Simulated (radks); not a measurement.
Neutral selenium inside a hard spherical wall (all orbitals vanish at R), configuration held at [Ar] 3d10 4s2 4p4 and not refilled when levels cross. All-electron calculation, scalar-relativistic Kohn-Sham, PBE, spin-unpolarised, spherical densities, finite nucleus; Fermi nuclear charge, rms radius 4.14 fm. Program: a radial shooting solver on a logarithmic mesh with Libxc functionals. Eigenvalues in eV, with the zero of energy where the potential of the charges vanishes at infinity; a dash marks a level that is unbound or too diffuse for the functional's potential to be trusted. A positive occupied level is held by the wall or, in an anion where self-interaction has pushed it up, behind a barrier. The pressure on the wall is -dE/dV.

R (bohr)  E (hartree)  kinetic (hartree)    e(3p)    e(3d)    e(4s)   e(4p)  e(5s, empty)  e(5p, empty)  pressure (GPa)
free      -2429.94588           2479.546  -152.98  -53.125  -17.287  -6.512             -             -               0
15        -2429.94588           2479.546  -152.98  -53.125  -17.287  -6.511        -0.422         0.655        < 0.0001
12        -2429.94587           2479.546  -152.98  -53.124  -17.287  -6.511        -0.276         1.102        < 0.0001
8         -2429.94479           2479.556  -152.90  -53.042  -17.219  -6.446         1.006         3.615          0.0545
7         -2429.94160           2479.582  -152.73  -52.872  -17.085  -6.311         2.186         5.546           0.280
6         -2429.92893           2479.667  -152.24  -52.391  -16.716  -5.925         4.579         9.110            1.53
3         -2428.44054           2485.696  -136.92  -37.328   -3.635  10.076        63.825        78.063             664
2         -2420.11845           2511.891  -105.67   -6.442   42.266  63.832        225.87        247.13           12300
1.5       -2397.68043           2576.782  -58.639   43.087   148.59  178.57        519.84        539.67           89500
